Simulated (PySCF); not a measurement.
Harmonic spectrum computed at PBE in the def2-SVPD basis family (core potentials from Rb on, PySCF, no spin–orbit coupling):

```csv
ω (cm⁻¹),"IR (km/mol, summed over degenerate members)",degeneracy
213,31.9,1
291,4.4,2
779,535,2
867,5.6,1
```

Which molecule gave it? In each, all ligands are bound to the one heavy central atom.
A. NbO₃⁻ (singlet)
B. TaO₃⁻ (singlet)
C. CrO₃⁻ (doublet)
D. TeO₃⁻ (doublet)
E. IO₃⁻ (singlet)

B. It has C3v symmetry with Ta–O 1.816 Å (×3).
